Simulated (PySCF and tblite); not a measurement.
Values are calculated unless marked as measured or tabulated.
**Dynamics report: rotation**

System: C6H6B2S, numbered as in [BH2:1][c:2]1[cH:3][cH:4][c:5]([BH:6][C:7]#[CH:8])[s:9]1.

Motion: rotation about the B6–C5 bond (torsion C7–B6–C5–C4 from 0° to 179°, rising). The path came from a restrained scan, a climbing-image band and a saddle search at GFN2-xTB; energies are B3LYP/pcSseg-1 + D3(BJ)//GFN2-xTB, thermal terms GFN2-xTB. Rates follow Eyring's equation with the number of equivalent paths and no tunnelling. Programs: tblite and PySCF.

| point | symmetry | E(GFN2) kcal/mol | E(DFT) kcal/mol | ZPE change kcal/mol | lowest mode cm⁻¹ | dipole D |
| --- | --- | --- | --- | --- | --- | --- |
| start | Cs | 0.0 | 0.0 | 0.00 | 47 | 1.95 |
| saddle | C1 | 5.3 | 10.3 | -0.41 | 84i | 2.67 |
| end | Cs | 0.4 | 0.0 | -0.02 | 50 | 0.58 |

- Electronic barrier: 10.2 kcal/mol
- Barrier with zero-point energy: 9.8 kcal/mol
- ΔH‡ (298 K): 9.4 kcal/mol
- ΔS‡ (298 K, symmetry apart): -2.7 cal/(mol K)
- Paths: 2 equivalent paths
- End point: a different minimum
- Mean lifetime of the start against this motion at 298 K: 2.6 µs
- Cost: 3.9 min on 1 thread of AMD EPYC, on a host shared with other jobs (rough), peak memory 0.91 GiB, launched as `OMP_NUM_THREADS=1 python ens_run.py task.json out`

```
T/K  ΔG‡ kcal/mol    k s⁻¹  ΔG kcal/mol  k back s⁻¹
150          10.0    0.018          0.0       0.018
200          10.1       86          0.0          85
250          10.1  1.4×10⁴          0.0     1.4×10⁴
298          10.2  3.9×10⁵          0.0       4×10⁵
350          10.3  5.1×10⁶          0.0     5.2×10⁶
400          10.5  3.2×10⁷          0.0     3.4×10⁷
500          10.7  4.4×10⁸          0.1     4.6×10⁸
```

ΔG and ΔG‡ leave out symmetry numbers and mirror images; rates count paths: 2 out, 2 back.
